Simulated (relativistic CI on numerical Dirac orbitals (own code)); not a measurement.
## One change at a time: Hf XVIII

Base calculation: Dirac-Coulomb-Breit CI, separate exchange-only KLI orbitals for each configuration, QED by a radiative potential, unscaled Slater integrals.

Configurations in the expansion (outside the closed core [Ar] 3d10): 4s2.4p6.4d10.4f9, 4s2.4p6.4d10.4f8.5s, 4s2.4p6.4d10.4f7.5s2, 4s2.4p6.4d10.4f7.5s.5p, 4s2.4p6.4d10.4f8.5p, 4s2.4p6.4d8.4f11, 4s2.4p6.4d10.4f8.6s, 4s2.4p5.4d10.4f10, 4p6.4d10.4f11. Levels of other configurations are missing.

Variants: (1) one mean potential for all configurations; (2) only the first configuration. Shifts of the energy above 4s2.4p6.4d10.4f9 6H°_15/2, in cm⁻¹, for the lowest level and the first level of each name with at least 55 % of one term (blank where a level changes its place among those of its configuration and J or its character, or is not in the variant):

| Level | Base | Δ(1) | Δ(2) |
| --- | --- | --- | --- |
| 4s2.4p6.4d10.4f9 6H°_15/2 | 0.0 | 0.0 | 0.0 |
| 4s2.4p6.4d10.4f9 6H°_13/2 | 9588.0 | -325.2 | -86.3 |
| 4s2.4p6.4d10.4f9 6H°_11/2 | 14240.0 | -173.1 | +533.7 |
| 4s2.4p6.4d10.4f9 6F°_11/2 | 17419.1 | -210.7 | +886.4 |
| 4s2.4p6.4d10.4f9 6H°_9/2 | 19707.2 | -360.1 |  |
| 4s2.4p6.4d10.4f9 6H°_7/2 | 22658.5 | -433.4 | +497.2 |
| 4s2.4p6.4d10.4f9 6F°_7/2 | 24263.7 | -174.9 | +1497.5 |
| 4s2.4p6.4d10.4f9 6H°_5/2 | 25345.6 | -510.6 | +501.2 |
| 4s2.4p6.4d10.4f9 6F°_5/2 | 28047.4 | -255.5 | +1438.8 |
| 4s2.4p6.4d10.4f9 6F°_3/2 | 28857.4 | -45.7 | +1754.6 |
| 4s2.4p6.4d10.4f9 6F°_1/2 | 30852.4 | -222.7 | +1518.7 |
| 4s2.4p6.4d10.4f9 4G°_11/2 | 41726.6 | +280.9 | +3280.7 |
| 4s2.4p6.4d10.4f9 4M°_21/2 | 46800.1 | +378.6 | -2646.7 |
| 4s2.4p6.4d10.4f9 4I°_13/2 | 47608.4 | +295.8 | +924.0 |
| 4s2.4p6.4d10.4f9 4I°_11/2 | 52470.3 | +290.1 | +1463.6 |
| 4s2.4p6.4d10.4f9 4M°_17/2 | 58930.5 | +66.7 | -1650.0 |
| 4s2.4p6.4d10.4f9 4K°_15/2 | 59102.5 | +345.1 | -156.6 |
| 4s2.4p6.4d10.4f8.5s 8F_13/2 | 60212.4 | -11660.7 |  |
| 4s2.4p6.4d10.4f9 4H°_13/2 | 62382.2 | +409.2 | +1472.4 |
| 4s2.4p6.4d10.4f9 4H°_11/2 | 64059.5 | +509.0 | +1993.0 |
| 4s2.4p6.4d10.4f9 4G°_9/2 | 65398.8 |  |  |
| 4s2.4p6.4d10.4f8.5s 8F_11/2 | 66171.8 | -11661.5 |  |

At this charge transitions that keep the count of f electrons are usually good to a few per cent. Terms inside the open d or f shell come out 10 to 20 % too wide with unscaled integrals. Levels that differ in their count of f electrons can be misplaced by several ten thousand cm⁻¹, since the correlation energy of f electrons is missing or only estimated; rates across such gaps can be off by orders of magnitude.

Ionisation energy from one configuration of each of the two ions, the ground ones as tabulated or assumed: base 410.526 eV. The NIST ASD value (theoretical) is 440 ± 22 eV. The gap of more than 2 % comes from missing correlation, or from a tabulated value that is itself an estimate.

LS names give the leading component of a level, which can be under half, so a name can repeat, a term be missing and a line seem to break the LS rules.
